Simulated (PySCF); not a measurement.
## EPR parameters of C7H10N

Compound: C₇H₁₀N (doublet state).
Atom-mapped SMILES: `[CH3:1][C:2]1=[CH:3][CH:4]=[CH:5][C@@H:6]1[CH:7][NH2:8]` (hydrogens: H9, H10, H11 on C1; H12 on C3; H13 on C4; H14 on C5; H15 on C6; H16 on C7; H17, H18 on N8)

Cartesian coordinates in Å at the GFN2-xTB level; atoms count from 1:
```
atom  x, y, z in Å
C1     1.915   -1.143   -0.652
C2     1.074    0.069   -0.473
C3     1.430    1.296   -0.060
C4     0.269    2.156   -0.021
C5    -0.804    1.473   -0.447
C6    -0.411    0.048   -0.733
C7    -1.150   -0.828    0.226
N8    -2.471   -1.153   -0.072
H9     1.509   -1.968   -0.064
H10    1.922   -1.454   -1.697
H11    2.938   -0.953   -0.338
H12    2.423    1.613    0.208
H13    0.294    3.181    0.305
H14   -1.822    1.812   -0.514
H15   -0.647   -0.249   -1.761
H16   -0.937   -0.705    1.276
H17   -2.633   -1.401   -1.039
H18   -2.907   -1.788    0.579
```

The hyperfine couplings belong to this conformer and change with its torsions.

Computed with PySCF 2.14.0, UKS B3LYP, pcH-1 on C H N, non-relativistic, mean-field spin-orbit, GIAO. The structure is a single GFN2-xTB conformer in the gas phase; no vibrational or solvent corrections. A GFN2-xTB geometry isn't a minimum of the functional, and hyperfine couplings can be far from their values at a DFT geometry. Stability of the SCF solution: not tested.

```json
{"g1, g2, g3": "2.00216, 2.00263, 2.00337", "g_iso": "2.00272", "Form of g": "rhombic: the two nearest values differ by 39 % of g3 − g1", "⟨S²⟩": "0.7549 (exact 0.7500)", "α and β electrons": "30, 29"}
```

Hyperfine couplings atom by atom, in MHz; T1 to T3 are the principal values of the dipolar part:

```tsv
atom	isotope	a_iso	T1	T2	T3	Mulliken spin population
C1	13C	1.3	-1.0	-0.1	1.1	0.00
C2	13C	15.7	-4.8	-3.3	8.1	0.04
C3	13C	-4.5	-3.6	1.5	2.2	-0.03
C4	13C	5.5	-5.9	-5.0	10.9	0.07
C5	13C	41.5	-10.5	-1.2	11.7	-0.01
C6	13C	-14.8	-2.2	-1.7	3.9	-0.05
C7	13C	140.5	-68.3	-67.3	135.6	0.82
N8	14N	11.8	-11.7	-11.2	22.9	0.16
H9	1H	1.5	-4.2	-2.7	6.8	0.01
H10	1H	2.6	-1.6	-1.4	2.9	0.00
H11	1H	-0.1	-1.4	-1.0	2.3	0.00
H12	1H	1.2	-1.2	0.0	1.3	0.00
H13	1H	0.3	-3.4	-0.8	4.2	0.00
H14	1H	-0.4	-3.5	-1.6	5.1	0.00
H15	1H	28.5	-4.9	-4.1	9.0	0.01
H16	1H	-27.8	-30.8	-2.0	32.8	-0.03
H17	1H	12.4	-13.0	-5.5	18.5	0.00
H18	1H	3.3	-13.2	-5.6	18.8	0.00
```

The Mulliken spin populations are largest on C7 (+0.82), N8 (+0.16) and C4 (+0.07). The angles at C7 add up to 350.3°, so it is slightly pyramidal.

Axes: g2 points within 13° of the C7–N8 bond.

Under fast tumbling the dipolar parts average out, and these isotropic splittings remain: 1 × 1H (H15, I = 1/2, 2 lines) with 1.02 mT, 1 × 1H (H16, I = 1/2, 2 lines) with 0.99 mT, 1 × 14N (N8, I = 1, 3 lines) with 0.42 mT, 2 × 1H (H17/H18, I = 1/2, 3 lines) with 0.28 mT, 3 × 1H (H9/H10/H11, I = 1/2, 4 lines) with 0.05 mT and 1 × 1H (H12, I = 1/2, 2 lines) with 0.04 mT.

Nuclei that the bonding pattern makes equivalent are averaged, as if the motion that swaps them (rotation, inversion, ring flip) were fast. The 1H value of +7.9 MHz is a mean of couplings from 3.3 to 12.4 MHz in this one geometry, not an average over conformers.

The 13C coupling of C7 (140.5 MHz) shows only in satellite lines or after enrichment, since that isotope makes up about 1.07 % of natural carbon.

β density exceeds α density at some nuclei, such as C6 (-0.0132), H16 (-0.0062) and C3 (-0.0040), spin density in bohr⁻³. In a single determinant that takes different orbitals for the two spins, that is spin polarisation.

Hardware: Intel Xeon at 2.70 GHz, one thread (shared host). Cost: 1.8 min wall (with the writing of density and orbital grids), 0.96 GiB resident at most.
